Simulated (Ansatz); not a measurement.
Two isomers of CH7BOSi: A = `OBC[SiH3]`, B = `COB[SiH3]`.

Isolated molecules relaxed with PBE0-D4/def2-TZVP in Ansatz; ΔE leaves out vibrations. CCSD(T)/CBS is the MP2 limit (def2-TZVPP, def2-QZVPP) plus CCSD(T) − MP2 in def2-TZVPP, frozen cores. Functionals use def2-TZVPP. B3LYP here is the variant with VWN-RPA as its local correlation; programs differ in this. One conformer a species, not always the lowest.

A:

Z-matrix (Å, degrees):
```
C
B 1 1.552
Si 1 1.880 2 110.9
H 1 1.095 2 111.3 3 -117.5
H 1 1.095 2 112.1 3 119.8
O 2 1.358 1 119.0 3 -96.6
H 2 1.205 1 121.8 3 81.3
H 3 1.488 1 110.6 2 -57.6
H 3 1.488 1 110.5 2 -177.4
H 3 1.487 1 110.7 2 62.4
H 6 0.960 2 113.1 1 177.8
```

B:

```xyz
11

C    -0.391   -1.975    0.697
O     0.052   -0.631    0.641
B    -0.137    0.146   -0.435
Si    0.543    2.054   -0.403
H    -1.081   -2.082    1.535
H     0.472   -2.621    0.867
H    -0.890   -2.263   -0.232
H    -0.707   -0.316   -1.395
H     1.526    2.259   -1.506
H    -0.584    3.000   -0.649
H     1.197    2.429    0.880
```

(1) Which is lower in electronic energy at CCSD(T)/CBS, and by how much? (An estimate is asked.)

(2) Give E(B) − E(A) in kcal/mol with CCSD(T)/def2-SVP, r2SCAN-D4, B3LYP, CCSD(T)/def2-TZVPP, LDA (SPW92), B2PLYP, ωB97M-V. (Best estimate.)

(3) Does the order hold for the free energy at 298.15 K (harmonic terms from PBE0-D4)? (Estimate.)

Largest T1 diagnostic: 0.014.

Answers

(1) Ansatz gave: A, by 31.0 kcal/mol.

(2) Ansatz gave: CCSD(T)/def2-SVP 28.2, r2SCAN-D4 30.9, B3LYP 28.2, CCSD(T)/def2-TZVPP 30.3, LDA (SPW92) 29.5, B2PLYP 29.9, ωB97M-V 31.7. None reverses the order clearly.

(3) Ansatz gave: Yes: G(B) − G(A) = +30.7 kcal/mol, for one conformer each.

From PBE to PBE0 (25 % exact exchange), in def2-TZVPP and without D4, E(B) − E(A) moves by +1.6 kcal/mol. At CCSD(T), def2-SVP lies −2.8 kcal/mol from the extrapolated value and def2-TZVPP −0.7 kcal/mol.
